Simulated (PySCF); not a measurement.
C3H2F4. Atoms are numbered in the order given.

```xyz
9

C      1.0793     1.7147     0.0000
C      0.0157     0.9214     0.0000
F     -1.2374     1.3809     0.0000
C      0.0438    -0.5885     0.0000
F     -0.5803    -1.0768     1.0809
F     -0.5803    -1.0768    -1.0809
F      1.3016    -1.0461     0.0000
H      2.0798     1.2851     0.0000
H      0.9564     2.7990     0.0000
```
Charge 0, spin multiplicity 1.

The structure is a stationary point at B3LYP-D3(BJ)/def2-SVP.

All values below come from B3LYP/pcSseg-1 (PySCF).

GIAO shieldings, no solvent; atoms listed in one row are averaged. δ = σ(ref) − σ: ¹³C against TMS (σ = 181.3 ppm); ¹⁹F against CFCl3 (σ = 161.7 ppm); ¹H against TMS (σ = 31.68 ppm), references at their B3LYP-D3(BJ)/def2-TZVP geometries, non-relativistic.

Estimate the chemical shifts. (The exact figures need the calculation; the answer reports its results.)


```csv
nucleus,atoms,count,δ (ppm)
¹³C,C2,1,167.6
¹³C,C4,1,129.8
¹³C,C1,1,104.6
¹⁹F,"F5, F6, F7",3,-94.6
¹⁹F,F3,1,-127.3
¹H,H8,1,5.66
¹H,H9,1,5.58
```
